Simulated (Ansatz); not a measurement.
`[CH3][SbH2]` → C• + 5 H• + Sb•  (atomization)

Gas-phase electronic energies from Ansatz, PBE0-D4/def2-TZVP geometries. CBS: MP2 limit from def2 TZ/QZ plus the TZ coupled-cluster correction, frozen cores. This one scheme is used for every species, atoms too. Functionals use def2-TZVPP. Open shells (•) are unrestricted, without spin–orbit coupling. Spin–orbit coupling would lower the free atoms: a little for C. def2 core potentials past Kr. Bonds to Sb are less sure, by a few kJ/mol each and by 10 to 20 or more in all where they break to atoms, as the def2 sets lack core-valence functions.

`[CH3][SbH2]`:

Z-matrix (Å, degrees):
```
C
Sb 1 2.162
H 1 1.088 2 111.0
H 1 1.090 2 108.7 3 120.8
H 1 1.090 2 108.7 3 -120.8
H 2 1.711 1 94.2 3 -45.5
H 2 1.711 1 94.2 3 46.1
```

```csv
level,ΔE (kJ/mol),difference from CCSD(T)/CBS
r2SCAN0-D4,2042.8,-39.0
BHLYP-D4,2041.2,-40.6
ωB97X-V,2092.5,10.7
B2PLYP,2052.2,-29.6
revPBE,2017.4,-64.4
BLYP,2061.1,-20.7
CCSD(T)/def2-SVP,1931.6,-150.2
SCS-MP2/def2-TZVPP,2019.3,-62.5
HF/CBS(def2),1487.7,-594.1
CCSD/CBS(def2),2056.8,-25.0
CCSD(T)/CBS,2081.8,0
```

Largest T1 diagnostic among the species: 0.013.

From PBE to PBE0 (25 % exact exchange), in def2-TZVPP and without D4, ΔE moves by −26.1 kJ/mol: exact exchange takes away binding that semilocal exchange gives to molecules. Leaving LDA and LC-ωPBE aside and taking each functional with its dispersion term where it has one, the values, not all of them listed here, spread over 62.9 kJ/mol, from PBE-QIDH to B97M-V. LDA lies +271.5 kJ/mol from PBE without D4, its usual overbinding.

For atomizations the MP2-based limit and the directly extrapolated one differ by several kJ/mol either way, and by 10 to 25 for some Ge, Se and Sn compounds, so smaller differences from it don't rank the levels.
